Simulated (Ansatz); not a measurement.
Reaction: CH2FNOSi (fluoro(isocyanato)silane, SMILES O=C=N[SiH2]F) → SiH2F (SMILES F[SiH2], doublet) + NCO (SMILES [N]=C=O, doublet) (the N-Si bond breaks)
Each species at its own B3LYP-D3(BJ)/def2-TZVP minimum (Ansatz, a quantum-chemistry and plane-wave program), one conformer.

Quantity: bond dissociation energy (electronic), in kcal/mol. UHF or UKS for unpaired electrons; spin-orbit terms are left out. CBS(X,Y): correlation extrapolated as X^-3, Hartree-Fock from the larger set. A bracket is a step between two methods taken in the basis named. Functionals run without relativity, which enters their misses. Double hybrids freeze cores in their MP2 part. '+ core + X2C': CCSD(T) terms for core correlation (cc-pwCVTZ, 1s frozen past Ne) and scalar relativity (cc-pVTZ-DK). The UHF reference of CNO ([N]=C=O, doublet) is spin-contaminated (<S^2> up to 0.10 over the pure value in the sets run).

CCSD(T)/CBS(cc-pV(T+d)Z,cc-pV(Q+d)Z) + [CCSDT(Q) - CCSD(T)]/cc-pV(D+d)Z + core + X2C (Ansatz) gives 127.3 kcal/mol.

Q: How far off this value is PBE/def2-TZVPD (Ansatz), in which direction, and how far these levels: r2SCAN/def2-TZVPD, B3LYP/def2-TZVPD, PBE0/def2-TZVPD, wB97M-V/def2-TZVPD, B2PLYP/def2-TZVPD, CCSD(T)/CBS(cc-pV(T+d)Z,cc-pV(Q+d)Z) + core + X2C?

A: PBE gives 119.1 kcal/mol, 8.2 kcal/mol below it. Differences of the others: r2SCAN/def2-TZVPD (Ansatz) -6.7; B3LYP/def2-TZVPD (Ansatz) -7.8; PBE0/def2-TZVPD (Ansatz) -5.4; wB97M-V/def2-TZVPD (Ansatz) -0.9; B2PLYP/def2-TZVPD (Ansatz) -2.8; CCSD(T)/CBS(cc-pV(T+d)Z,cc-pV(Q+d)Z) + core + X2C (Ansatz) 0.8 kcal/mol.
